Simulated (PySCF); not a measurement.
# C₆ coefficients of unlike pairs at PBE

Calculated with PySCF 2.14 from the dipole response of each species, C₆(A,B) = (3/π) ∫ α_A(iu) α_B(iu) du, in atomic units, from isotropic polarisabilities. For ions this is the dispersion term alone; charge-induced terms of lower order in 1/R come first.

| species | configuration | basis | relativity | α (bohr³) | C₆ (like pair) |
| --- | --- | --- | --- | --- | --- |
| Al⁺ | [Ne] 3s2 (1S) | dyall-acv3z (19s12p6d4f) | none | 24.32 | 123.5 |
| Bi³⁺ | [Xe] 4f14 5d10 6s2 (1S) | aug-cc-pwCVTZ-DK3 with one added diffuse shell each of s, d, f type (12s10p9d6f1g) | spin-free X2C | 9.626 | 58.65 |
| Cr³⁺ | [Ar] 3d3 (4F) | aug-cc-pVTZ with one added diffuse shell each of s, p, d, f, g type (9s8p6d4f3g) | none | 2.181 | 5.485 |
| B | [He] 2s2 2p1 (2P) | aug-cc-pwCVTZ (7s6p4d2f) | none | 23.51 | 115.6 |

(1) Estimate C₆ for Cr³⁺ with Al⁺.

No spin-orbit coupling is included.

The other pairs:

```tsv
pair	C₆
B, Al⁺	119.4
Bi³⁺, Al⁺	72.81
Cr³⁺, Bi³⁺	17.48
B, Cr³⁺	18.62
B, Bi³⁺	71.15
```

## Answers

(1) The integral gives 19.00. The combination rule 2 C_A C_B / (C_A α_B/α_A + C_B α_A/α_B) gives 18.76 and the geometric mean 26.03.
